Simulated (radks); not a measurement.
The numbers below are computed, except where a source is named.
Species: neutral ytterbium. Configuration: [Xe] 4f14 6s2. Level of theory: non-relativistic Kohn-Sham, r2SCAN, spin-polarised, spherical densities, point nucleus; meta-GGA in the generalised Kohn-Sham scheme; relativity is left out, which matters for an element this heavy (a radial shooting solver on a logarithmic mesh with Libxc functionals).

Normalised radial functions P(r) = r R(r), r in bohr:

```
   r/bohr * 5p, o 4f (the largest magnitude, 1.18, reaches the edge; | marks zero, & curves that meet)
 0.001571                             &
 0.002146                             &
 0.002932                             &
 0.004037                             &
 0.005515                             &
 0.007535                             o*
  0.01029                             o*
  0.01406                             o *
  0.01937                             o  *
  0.02646                             o   *
  0.03614                             o    *
  0.04938                             o    *
  0.06746                             |o *
   0.0929                            *| o
   0.1269                        *    |    o
   0.1734                      *      |         o
   0.2369                           * |                o
   0.3262                             |      *               o
   0.4457                             |         *                o
   0.6088                             |  *                      o
   0.8318                 *           |                   o
    1.136        *                    |             o
    1.565         *                   |       o
    2.138                 *           |   o
    2.921                        *    | o
     3.99                            *|o
    5.451                             &
    7.507                             &
    10.26                             &
    14.01                             &
```

5p: eigenvalue -27.140 eV, 3 radial nodes at r = 0.0895, 0.257, 0.646 bohr, <r> = 1.50 bohr, 90 % of the charge inside 2.22 bohr. 4f: eigenvalue -7.657 eV, 0 radial nodes, <r> = 0.744 bohr, 90 % of the charge inside 1.29 bohr.
